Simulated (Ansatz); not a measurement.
CH5AsOSi (`C1O[AsH][SiH2]1`). Total charge 0; spin multiplicity 1. Correlated methods include outer-core shells of As, which these sets cover unevenly. Scalar relativity is left out up to krypton.

| atom | x (Å) | y (Å) | z (Å) |
| --- | --- | --- | --- |
| C1 | 0.579 | -0.302 | 0.800 |
| O2 | -0.665 | -0.973 | 1.045 |
| As3 | -1.854 | -0.348 | -0.201 |
| Si4 | 0.314 | 0.182 | -1.023 |
| H5 | 0.669 | 0.587 | 1.440 |
| H6 | 1.409 | -0.974 | 1.035 |
| H7 | -1.979 | 1.080 | 0.368 |
| H8 | 0.840 | -0.806 | -2.003 |
| H9 | 0.687 | 1.554 | -1.461 |

**Question.** Give the diagnostics of a CCSD(T)/def2-TZVPP run (frozen core, Ansatz). (Best estimate.)

**Answer.** The calculation gave: T1 = 0.0133, largest single amplitude 0.018, largest double 0.039, (T) share of the correlation energy 4.0 %, 10 CCSD cycles. The RHF solution is stable towards an unrestricted one. T1 lies under the customary mark of 0.02 for closed shells.
